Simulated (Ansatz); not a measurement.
Isolated molecules relaxed with PBE0-D4/def2-TZVP in Ansatz; ΔE leaves out vibrations. CBS: MP2 limit from def2 TZ/QZ plus the TZ coupled-cluster correction, frozen cores. This one scheme is used for every species. Functionals use def2-TZVPP. B3LYP here is the variant with VWN-RPA as its local correlation; programs differ in this. Elements past krypton have def2 core potentials. For Hf outer-core shells are correlated without core-valence functions, which leaves a few kJ/mol of doubt a bond. Each species was taken in one conformer, which may not be the lowest.

Reaction (ligand exchange at the Hf–Cl bond): `[OH][Hf]([OH])([F])[Cl]` + `CCNC` → `CC[N](C)[Hf]([OH])([OH])[F]` + HCl

Task: Is it downhill or uphill in electronic energy at CCSD(T)/CBS, and by how much? (Best estimate.)

Result: Computed: Uphill: ΔE = +104.1 kJ/mol.

Task: What do these levels give: r2SCAN-D4, B3LYP-D4, CAM-B3LYP-D4, ωB97M-V, B3LYP, r2SCANh, MP2/def2-SVP, CCSD(T)/def2-SVP, MP2/def2-TZVPP, CCSD/def2-TZVPP, SCS-MP2/def2-QZVPP, HF/CBS(def2)? (Best estimate.)

Result: Computed: r2SCAN-D4 111.2, B3LYP-D4 106.5, CAM-B3LYP-D4 110.3, ωB97M-V 110.8, B3LYP 118.1, r2SCANh 115.8, MP2/def2-SVP 97.2, CCSD(T)/def2-SVP 97.7, MP2/def2-TZVPP 97.8, CCSD/def2-TZVPP 103.4, SCS-MP2/def2-QZVPP 105.1, HF/CBS(def2) 141.5 kJ/mol.

Largest T1 diagnostic among the species: 0.015.

From BLYP to BHLYP (50 % exact exchange), in def2-TZVPP and without D4, ΔE moves by +11.2 kJ/mol. Leaving LDA and LC-ωPBE aside and taking each functional with its dispersion term where it has one, the values, not all of them listed here, spread over 15.9 kJ/mol, from BLYP-D4 to B97M-V. LDA lies −10.3 kJ/mol from PBE without D4.
